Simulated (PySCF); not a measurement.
## Computed vibrations of Pb2(OH)4

Pb2(OH)4 (singlet). PySCF 2.14.0, RKS PBE0, Pb def2-SVP with ECP60, O def2-SVP, H def2-SVP; non-relativistic Hamiltonian with scalar-relativistic core potentials where named; density fitting; no spin-orbit coupling. Central differences of gradients.

```xyz
10

Pb   -0.1344    0.0000    1.9681
Pb   -0.1344    0.0000   -1.9681
O     0.9938    0.0000    0.0000
H     1.9575    0.0000    0.0000
O    -1.4947    0.0000    0.0000
H    -2.4590    0.0000    0.0000
O     1.8465    0.0000    2.8143
H     2.6618    0.0000    2.3003
O     1.8465    0.0000   -2.8143
H     2.6618    0.0000   -2.3003
```

Run from Python with OMP_NUM_THREADS=2. Where DIIS fails, smearing, a level shift and second-order steps follow.
It took 4.1 min on 2 threads of Arm Neoverse V1, on a shared host.

(1) What are the harmonic wavenumbers and infrared intensities?

(2) Is this a minimum?

## Answers

(1) Modes are labelled in C2v; negative numbers are unstable modes, those under 60 cm⁻¹ near the noise; a finer grid moves soft modes by up to 10 cm⁻¹.
```json
{"cm⁻¹": "-154", "km/mol": "–", "symmetry": "b1"}
{"cm⁻¹": "-72", "km/mol": "–", "symmetry": "a2"}
{"cm⁻¹": "46", "km/mol": "0.0", "symmetry": "b1"}
{"cm⁻¹": "103", "km/mol": "1.2", "symmetry": "b2"}
{"cm⁻¹": "118", "km/mol": "8.2", "symmetry": "a1"}
{"cm⁻¹": "124", "km/mol": "0.8", "symmetry": "a1"}
{"cm⁻¹": "225", "km/mol": "74.2", "symmetry": "b1"}
{"cm⁻¹": "282", "km/mol": "52.1", "symmetry": "a1"}
{"cm⁻¹": "292", "km/mol": "61.0", "symmetry": "b2"}
{"cm⁻¹": "331", "km/mol": "0.0", "symmetry": "a2"}
{"cm⁻¹": "349", "km/mol": "0.2", "symmetry": "b1"}
{"cm⁻¹": "380", "km/mol": "60.2", "symmetry": "b2"}
{"cm⁻¹": "426", "km/mol": "4.9", "symmetry": "a1"}
{"cm⁻¹": "465", "km/mol": "405.0", "symmetry": "b1"}
{"cm⁻¹": "478", "km/mol": "311.9", "symmetry": "b2"}
{"cm⁻¹": "498", "km/mol": "189.2", "symmetry": "a1"}
{"cm⁻¹": "513", "km/mol": "28.6", "symmetry": "b2"}
{"cm⁻¹": "560", "km/mol": "0.1", "symmetry": "a1"}
{"cm⁻¹": "610", "km/mol": "101.7", "symmetry": "b2"}
{"cm⁻¹": "833", "km/mol": "30.7", "symmetry": "b2"}
{"cm⁻¹": "3882", "km/mol": "35.5", "symmetry": "a1"}
{"cm⁻¹": "3884", "km/mol": "17.9", "symmetry": "a1"}
{"cm⁻¹": "3886", "km/mol": "0.1", "symmetry": "b2"}
{"cm⁻¹": "3903", "km/mol": "39.9", "symmetry": "a1"}
```

(2) No: 2 unstable; the lowest moves the atoms so:
```
Pb   0.00 -0.02  0.00
Pb   0.00 -0.02  0.00
O    0.00 -0.19  0.00
H    0.00 -0.44  0.00
O    0.00  0.30  0.00
H    0.00  0.49  0.00
O    0.00  0.15  0.00
H    0.00  0.44  0.00
O    0.00  0.15  0.00
H    0.00  0.44  0.00
```
